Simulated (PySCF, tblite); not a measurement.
Isomers of C5H10FOP, one GFN2-xTB conformer each. Single-point energies are computed at PBE0/pcSseg-1 (PySCF, gas phase, no added dispersion term), electronic only.

```csv
SMILES,GFN2-xTB relative energy (kcal/mol)
CC(C)/C(F)=P\CO,0.0
COCC/P=C(\C)F,2.5
```

Conformers: `[CH3:1][CH:2]([CH3:3])/[C:4]([F:5])=[P:6]\[CH2:7][OH:8]` with C1–C2–C4–F5 64°, C4–P6–C7–O8 60°, P6–C7–O8–H 66°; `[CH3:1][O:2][CH2:3][CH2:4]/[P:5]=[C:6](\[CH3:7])[F:8]` with C1–O2–C3–C4 -71°, O2–C3–C4–P5 -35°, C3–C4–P5–C6 -78°.

**Question.** What does PBE0/pcSseg-1 give for the same structures?

**Answer.** 
```
         SMILES  PBE0/pcSseg-1 E (Eh)  PBE0/pcSseg-1 (kcal/mol)  GFN2-xTB (kcal/mol)  point group
CC(C)/C(F)=P\CO            -712.33015                       0.0                  0.0           C1
  COCC/P=C(\C)F            -712.31599                       8.9                  2.5           C1
```

Both levels put the same isomer lowest. As drawn, the lower has an O–H bond, which the higher lacks.

**Question.** Which frontier levels, dipoles and rotational constants go with these structures?

**Answer.** 
| SMILES | HOMO (eV, PBE0/pcSseg-1) | LUMO (eV) | dipole (D) | A, B, C (MHz) |
| --- | --- | --- | --- | --- |
| CC(C)/C(F)=P\CO | -6.86 | -1.45 | 1.79 | 2158, 1266, 994.4 |
| COCC/P=C(\C)F | -6.62 | -1.11 | 3.34 | 2960, 973.9, 900.7 |

**Question.** What happens when harmonic zero-point energies from GFN2-xTB frequencies are added?

**Answer.** 
```csv
SMILES,ZPE (kcal/mol),electronic (kcal/mol),with ZPE (kcal/mol)
CC(C)/C(F)=P\CO,89.7,0.0,0.0
COCC/P=C(\C)F,89.1,8.9,8.3
```

The zero-point energies span 0.6 kcal/mol. The order is unchanged.
